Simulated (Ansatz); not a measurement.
Consider the ligand exchange at the Si–I bond: `C[SiH](O)I` + CH₃NH₂ → `CN[SiH](C)O` + HI.

Program: Ansatz. Geometries: PBE0-D4/def2-TZVP. ΔE: electronic, gas phase. CCSD(T)/CBS adds triple-zeta CCSD(T) − MP2 to the extrapolated MP2 energy (def2 sets, frozen cores). DFT in def2-TZVPP. B3LYP here is the variant with VWN-RPA as its local correlation; programs differ in this. Elements past krypton have def2 core potentials. For I outer-core shells are correlated without core-valence functions, which leaves a few kJ/mol of doubt a bond. One conformer a species, not always the lowest.

```
   level  ΔE (kJ/mol)
  PBE-D4         34.6
B3LYP-D4         25.6
```

Question: What does CCSD(T)/CBS give? (Best estimate.)

Answer: Computed: +31.2 kJ/mol. The listed levels differ from it by 3.4, -5.6 kJ/mol.

Largest T1 diagnostic among the species: 0.010.
